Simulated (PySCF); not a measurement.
## Se: excitation energy

Se [Ar] 3d10 4s2 4p4 (3P) → Se [Ar] 3d10 4s2 4p3 4d1 (5D), as a difference of total energies. Calculation: PySCF 2.14, in aug-cc-pVQZ-PP with ECP10MDF; scalar relativity through the core potential. Correlated levels: valence: 3s2 3p6 3d10 frozen. The calculations carry no spin-orbit coupling.

```json
{"method": "UHF", "excitation energy (eV)": "7.373", "error (eV)": "-0.368"}
{"method": "MP2 (valence)", "excitation energy (eV)": "7.939", "error (eV)": "+0.198"}
{"method": "SCS-MP2 (valence)", "excitation energy (eV)": "8.138", "error (eV)": "+0.397"}
{"method": "CCSD (valence)", "excitation energy (eV)": "8.036", "error (eV)": "+0.295"}
{"method": "CCSD(T) (valence)", "excitation energy (eV)": "8.059", "error (eV)": "+0.318"}
```

Reference: 7.741 eV (measured; NIST levels, between the centres of gravity of the two terms).

Errors of the correlated levels include the incompleteness of this basis and the frozen core.

The promoted electron is Rydberg-like, and one or two diffuse shells describe it only roughly, which tends to raise the upper state.
